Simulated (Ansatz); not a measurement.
C₂H₆ClNSi (`N=CC([SiH3])Cl`) at its PBE0-D4/def2-TZVP geometry, where that method's forces vanish. The species carries charge 0 and has multiplicity 1.

```xyz
11

N     2.0608   -0.1072   -0.9626
C     0.9084    0.4068   -0.9353
C    -0.3591   -0.2707   -0.5241
Si   -0.7845    0.0960    1.2936
Cl   -1.7352    0.3017   -1.5194
H     2.0354   -1.0980   -0.7111
H     0.8065    1.4644   -1.1939
H    -0.2811   -1.3496   -0.6756
H     0.3007   -0.4561    2.1454
H    -0.8747    1.5655    1.4654
H    -2.0772   -0.5527    1.6177
```

(1) What forces (eV/Å) does PBE-D4/def2-TZVPP give on these atoms in the Gaussian-basis code of Ansatz? (An estimate is asked.)

Answers

(1) Ansatz gave: 
```
N1   0.828  0.004 -0.113
C2  -0.533  0.190  0.048
C3   0.081  0.005  0.067
Si4 -0.002  0.003  0.044
Cl5 -0.340  0.122 -0.217
H6   0.014 -0.371  0.088
H7  -0.043  0.247 -0.058
H8   0.030 -0.231 -0.018
H9   0.112 -0.054  0.100
H10 -0.010  0.151  0.020
H11 -0.137 -0.065  0.039
```
